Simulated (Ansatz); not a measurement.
Total energies of Cd4H14S4 from Ansatz at PBE0-D4/def2-TZVP, gas phase (1 Eh = 27.2114 eV = 2625.5 kJ/mol). The reference geometry is relaxed at PBE-D4/def2-SVP.

```
atom   x (Å)   y (Å)   z (Å)
 Cd1   2.126   0.155   2.172
  S2   1.467   1.538  -1.542
 Cd3  -0.564  -1.290   1.374
  S4  -0.485   1.489   1.250
  S5  -0.551  -2.097  -1.106
 Cd6  -0.265  -0.196  -2.768
 Cd7  -3.018   0.513   1.698
  S8  -2.558   1.059  -1.351
  H9   2.522  -0.087   0.481
 H10   2.249   0.637   3.788
 H11   2.005   0.707  -0.481
 H12   2.481   1.241  -2.405
 H13   3.018  -2.403  -0.284
 H14   0.796  -1.709   2.386
 H15  -0.415   1.846   2.563
 H16   3.111  -3.119  -0.554
 H17   0.758  -2.478  -1.088
 H18  -0.406   0.134  -4.430
 H19  -4.303   1.536   2.094
 H20  -2.449  -1.251   1.646
 H21  -2.083   2.317  -1.127
 H22  -3.437   1.459  -2.316
```

| state | geometry | energy (Eh) |
| --- | --- | --- |
| charge 0 singlet | reference | -2271.70288 |
| charge 1 doublet | reference | -2271.38810 |
| charge 1 doublet | relaxed at PBE-D4/def2-SVP | -2271.40711 |
| charge -1 doublet | reference | -2271.70470 |
| free Cd atom (singlet) | – | -167.77479 |
| free S atom (triplet) | – | -397.97371 |
| free H atom (doublet) | – | -0.50104 |

In the def2 sets Cd takes a core potential; there is no spin–orbit coupling.

Problem. Work out the vertical ionisation energy to the doublet.

Solution. E(charge 1 doublet) − E(charge 0 singlet) = -2271.38810 − (-2271.70288) = 0.31478 Eh = 8.57 eV. For comparison, −ε of the highest occupied level is 7.19 eV at this level, 1.38 eV less.

Problem. Work out the vertical electron affinity, to the doublet.

Solution. E(charge 0 singlet) − E(charge -1 doublet) = -2271.70288 − (-2271.70470) = 0.00182 Eh = 0.05 eV; so near zero that its sign isn't settled. The basis lacks diffuse functions, which makes affinities too small.

Problem. Give the fundamental gap IE − EA, the Mulliken electronegativity (IE + EA)/2 and the hardness (IE − EA)/2.

Solution. From the values in Eh: IE − EA = 0.31478 − 0.00182 = 0.31296 Eh = 8.52 eV; (IE + EA)/2 = 4.31 eV; (IE − EA)/2 = 4.26 eV. The HOMO–LUMO gap of the same run is 6.02 eV, 2.50 eV smaller than the fundamental gap.

Problem. How much does the charge 1 doublet relax, and what is the adiabatic ionisation energy?

Solution. Relaxation: -2271.38810 − (-2271.40711) = 0.01901 Eh = 0.52 eV. Adiabatic ionisation energy: 0.29577 Eh = 8.05 eV, without zero-point energy. In the charge 1 doublet, H13 and H16 lie 0.77 Å apart (atoms count from 1), so H2 has formed as a molecule.

Problem. What is the binding energy per atom against free atoms?

Solution. Atoms: 4 × (-167.77479) + 4 × (-397.97371) + 14 × (-0.50104) = -2270.00856 Eh. Binding: -2270.00856 − (-2271.70288) = 1.69432 Eh = 46.10 eV, or 2.10 eV for each of 22 atoms (no zero-point energy, no counterpoise term).

At PBE0-D4/def2-TZVP the highest occupied level of the charge -1 doublet lies above zero (up to 1.17 eV). Energy differences put its binding near zero (0.05 eV; vertical, to the charge 0 singlet, at PBE0-D4/def2-TZVP), which leaves it undecided.
